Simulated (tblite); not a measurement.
Compound: C5H3O2 (doublet state).
SMILES with atom numbers: `[O:1]=[CH:2][c:3]1[cH:4][c:5][cH:6][o:7]1` (hydrogens: H8 on C2; H9 on C4; H10 on C6)

Geometry (GFN2-xTB, Å), atoms numbered from 1 in this order:
```
atom  x, y, z in Å
O1    -2.6442    0.5742    0.0743
C2    -1.7783   -0.2461   -0.0907
C3    -0.3557   -0.0166   -0.0120
C4     0.3716    1.1338    0.2560
C5     1.6984    0.7253    0.1901
C6     1.7322   -0.6040   -0.1031
O7     0.4821   -1.0682   -0.2294
H8    -2.0064   -1.3044   -0.3289
H9    -0.0334    2.1017    0.4621
H10    2.5426   -1.2909   -0.2410
```

Level: GFN2-xTB in tblite, geometry and Hessian alike; calculated harmonic values, unscaled, isolated species. This tight-binding method is rough: wavenumbers can miss measured ones by several per cent, in bad cases by 10 to 20. One conformer, not necessarily the lowest. Open shells enter through the occupations alone, without spin polarisation, and single modes of such species can be off by tens of per cent.

Q: How many normal modes are there?

A: 10 atoms, non-linear: 3N − 6 = 24.

Q: What is the point group of the computed structure, and how do the modes divide by symmetry?

A: Cs. The vibrations span 17 a′ + 7 a″.

Q: How many distinct wavenumbers does the calculation give?

A: 24: Cs has no degenerate species.

Q: How many fundamentals are allowed in the infrared by symmetry?

A: 24 of 24: in Cs every mode is allowed. All fundamentals are allowed in the Raman spectrum.

Q: What zero-point energy do the modes add up to?

A: Half the sum of the wavenumbers, 14112 cm⁻¹, or 168.8 kJ/mol from 24 modes; those above 1550 cm⁻¹ give 65.1 kJ/mol of it.

Q: What thermal excitation has the softest real mode at 298.15 K?

A: θ = hcν̃/k = 215 K for 149.2 cm⁻¹, so N1/N0 = 0.49 and ⟨v⟩ = 1/(exp(θ/T) − 1) = 0.95.
